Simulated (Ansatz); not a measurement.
CH₂ClI (`ClCI`), relaxed with RKS PBE-D4/def2-SVP in the Gaussian-basis code of Ansatz from a rough embedded geometry. The force threshold is 0.03 eV/Å; the program also tests the step.

The species carries charge 0 and has multiplicity 1. I: def2 effective core potential.

Start:

```xyz
5

Cl    0.352   -1.616   -0.277
C     0.180    0.094    0.013
I    -1.853    0.460    0.140
H     0.617    0.708   -0.829
H     0.704    0.354    0.954
```

By how much does the energy fall, and how many steps does the optimiser take? (Best estimate.)

The calculation gave: 20.92 kJ/mol, in 4 steps, 1 of them rejected.

Which bonds change most? (An estimate is asked.)

Computed: C2–I3 from 2.069 to 2.186 Å; C2–H4 from 1.130 to 1.103 Å; Cl1–C2 from 1.742 to 1.768 Å; C2–H5 from 1.108 to 1.103 Å.

Give the relaxed structure. (Best estimate.)

The calculation gave: 
```xyz
5

Cl    0.496   -1.656   -0.306
C     0.191    0.058    0.003
I    -1.922    0.593    0.174
H     0.585    0.659   -0.834
H     0.651    0.347    0.963
```
